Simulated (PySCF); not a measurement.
Can point charges reproduce the dipole moment of `CN[SiH2]C1CC1`?

Coordinates (GFN2-xTB, Å) and charges (e) from the PBE0/pcSseg-1 density (PySCF):

```tsv
atom	x	y	z	Mulliken	IAO	Hirshfeld	ESP-fitted
C1	3.026	0.056	-0.078	-0.0885	-0.2961	-0.0693	-0.0761
N2	1.663	0.449	0.174	-0.6888	-0.6764	-0.2476	-0.6504
Si3	0.351	-0.656	0.091	+0.8278	+0.9051	+0.3621	+0.4580
C4	-1.164	0.327	0.601	-0.5456	-0.4293	-0.1349	-0.2567
C5	-2.253	0.620	-0.392	-0.2074	-0.2830	-0.0902	-0.2713
C6	-2.481	-0.385	0.686	-0.2132	-0.2812	-0.0884	-0.3335
H7	3.165	-0.962	0.281	+0.1089	+0.1420	+0.0447	+0.0942
H8	3.283	0.078	-1.143	+0.0992	+0.1195	+0.0316	+0.0629
H9	3.715	0.713	0.457	+0.1112	+0.1400	+0.0412	+0.0667
H10	1.498	1.411	-0.083	+0.1903	+0.2534	+0.1130	+0.3417
H11	0.112	-1.275	-1.228	-0.1386	-0.1752	-0.0968	-0.0888
H12	0.660	-1.724	1.050	-0.1168	-0.1524	-0.0907	-0.0909
H13	-1.008	1.093	1.352	+0.1413	+0.1533	+0.0443	+0.1524
H14	-2.768	1.568	-0.327	+0.1280	+0.1474	+0.0463	+0.1459
H15	-2.137	0.262	-1.404	+0.1310	+0.1431	+0.0423	+0.1297
H16	-2.512	-1.428	0.411	+0.1304	+0.1409	+0.0448	+0.1512
H17	-3.158	-0.133	1.490	+0.1308	+0.1489	+0.0477	+0.1650
```

Q: Form Σ q r in debye for every column and set it beside the full dipole.

A: The full density gives (0.21, 0.96, -0.40) D, 1.06 D in size; dipole vectors point from the negative to the positive end.

| scheme | μx | μy | μz | size (D) | share of the full size (%) | angle to the full dipole (°) |
| --- | --- | --- | --- | --- | --- | --- |
| Mulliken | 1.29 | -1.28 | -1.04 | 2.10 | 197 | 104 |
| IAO | 0.29 | -0.43 | -0.55 | 0.76 | 71 | 100 |
| Hirshfeld | 0.27 | 0.34 | -0.13 | 0.45 | 43 | 25 |
| ESP-fitted | 0.22 | 0.89 | -0.42 | 1.01 | 95 | 3 |

Q: Which set comes closest?

A: Length of the difference vector: ESP-fitted 0.08 D, Hirshfeld 0.68 D, IAO 1.41 D, Mulliken 2.58 D. Closest: ESP-fitted. 

Q: What is left for the Hirshfeld atoms' own dipoles?

A: The shares of the density sum to the whole, so what Σ q r misses lies in dipoles about the nuclei. The atomic dipoles sum to (0.21, 0.96, -0.40) − (0.27, 0.34, -0.13) = (-0.06, 0.62, -0.27) D, 0.68 D in size.

Q: With the origin at the mean of the coordinates, (0.000, 0.001, 0.114) Å, which are the largest single terms, by size, of the Hirshfeld dipole along the direction of the full one?

A: Si3 -0.90, H10 +0.89, N2 -0.85, H12 +0.78, C6 +0.45 D; all 17 atoms together +0.41 D. The single terms depend on the origin, their sum doesn't.

Q: Give the size of the full dipole in other units.

A: 1.06 D = 0.418 au = 0.221 e·Å = 3.54 × 10⁻³⁰ C·m.

Geometry: GFN2-xTB, one conformer, isolated molecule.

Shape of the structure used: `[CH3:1][NH:2][SiH2:3][CH:4]1[CH2:5][CH2:6]1`: C1–N2–Si3–C4 177°, N2–Si3–C4–C5 113°.
